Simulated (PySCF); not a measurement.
A side-by-side comparison of computed properties.

First species: C7H12.
InChI=1S/C7H12/c1-3-7(2)5-4-6-7/h3H,1,4-6H2,2H3

Second species: C5H14SSi2.
SMILES: `CC[Si@@H](S[SiH3])C1CC1`

Levels: PBE0/pcSseg-1 for dipole moment, HOMO energy, LUMO energy and HOMO–LUMO gap; GFN2-xTB for rotational constant A and rotational constant C. Geometries: GFN2-xTB. Each structure is a single optimised conformer of the isolated species, non-relativistic unless stated. Electronic properties by PySCF.

The conformers computed, where there is a choice (atom-mapped SMILES and torsion angles):
- `[CH2:1]=[CH:2][C:3]1([CH3:4])[CH2:5][CH2:6][CH2:7]1`: C1–C2–C3–C4 -96°
- `[CH3:1][CH2:2][Si@@H:3]([S:4][SiH3:5])[CH:6]1[CH2:7][CH2:8]1`: C1–C2–Si3–S4 -175°, C2–Si3–S4–Si5 -60°, C2–Si3–C6–C7 -90°

(1) Which of the two has the higher HOMO energy, and by how much?

(2) Which of the two has the higher rotational constant C, and by how much?

(3) Which has the higher rotational constant A?

(4) Which has the higher dipole moment?

(5) Which of the two has the higher HOMO–LUMO gap, and by how much?

(6) Which of the two has the higher LUMO energy, and by how much?

Results:

(1) The second: -7.07 eV against -7.26 eV, a difference of 0.19 eV.

(2) The first: 1.914 GHz against 0.569 GHz, a difference of 1.345 GHz.

(3) The first: 4.076 GHz against 1.370 GHz, a difference of 2.706 GHz.

(4) The second: 1.67 D against 0.32 D, a difference of 1.35 D.

(5) The first: 7.75 eV against 7.20 eV, a difference of 0.55 eV.

(6) The first: 0.49 eV against 0.13 eV, a difference of 0.36 eV.

On the first: The dipole matches unit charges of opposite sign 0.07 Å apart (1 e·Å = 4.8032 D). A dipole of 0.32 D is allowed in C1, and pure rotational transitions are dipole-allowed.

On the second: In atomic units the dipole is 0.66 e·bohr (1 au = 2.5417 D).
